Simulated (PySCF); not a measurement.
A PySCF script (with the pyscf-properties extension) for the NMR shieldings of C3H7AlN2O, on a GFN2-xTB geometry:

```python
import basis_set_exchange as bse
import numpy as np
from pyscf import gto, dft
from pyscf.prop import nmr

atoms = """
C     3.041400    1.133757   -0.054408
C     1.860135    0.412704    0.296152
N     0.924091   -0.174345    0.597892
Al   -0.937447   -0.960953    0.420199
N    -2.791353   -1.073758   -0.364365
C    -2.436622   -0.023342   -1.023633
O    -1.268767    0.434533   -0.844628
H     3.564042    1.446620    0.849137
H     3.694499    0.497047   -0.650653
H     2.763443    2.012394   -0.635784
H    -1.288644   -0.556475    1.868879
H    -0.302922   -2.215632   -0.235277
H    -3.725904   -1.429710   -0.515545
H    -3.096629    0.496687   -1.735111
"""
names = dict.fromkeys(["C", "N", "Al", "O", "H"], "pcSseg-1")
basis = {el: gto.basis.parse(bse.get_basis(n, elements=[el], fmt="nwchem")) for el, n in names.items()}
mol = gto.M(atom=atoms, basis=basis, charge=0, verbose=0)
mf = dft.RKS(mol, xc="PBE0")
mf.grids.level = 2
mf.grids.alignment = dft.numint.BLKSIZE   # the property module wants whole blocks of grid points
mf.conv_tol = 1e-9
mf.kernel()

calc = nmr.RKS(mf)   # GIAO
C = mf.mo_coeff
Co = C[:, mf.mo_occ > 0]
resp = mf.gen_response(singlet=True, hermi=2)
def vind(x):   # induced exchange potential for any number of trial vectors
    d = np.einsum("pi,xij,qj->xpq", C, 2 * x.reshape(-1, C.shape[1], Co.shape[1]), Co, optimize=True)
    return np.einsum("xpq,pi,qj->xij", resp(d - d.transpose(0, 2, 1)), C, Co, optimize=True).ravel()
mo1, _ = nmr.rhf.solve_mo1(calc, with_cphf=vind)
sigma = calc.kernel(mo1)
for i, s in enumerate(sigma):   # ppm
    print("%2d %-2s %9.2f" % (i, mol.atom_pure_symbol(i), np.trace(s) / 3))
```

**Question.** What does it print?

**Answer.** 
```
 0 C     186.01
 1 C      60.07
 2 N      10.32
 3 Al    483.25
 4 N      67.18
 5 C      10.82
 6 O      79.14
 7 H      29.48
 8 H      29.46
 9 H      29.39
10 H      28.01
11 H      27.71
12 H      25.02
13 H      23.45
```

These numbers come from an equivalent density-fitted implementation of the same equations, which agrees with the script to about 0.01 ppm for H and up to a few tenths of a ppm for heavy atoms, so last digits may differ.

Size and cost of the density-fitted run: 161 basis functions, 22 s wall time on 1 thread of an Intel Xeon Platinum 8488C, shared host; peak memory 0.73 GiB.
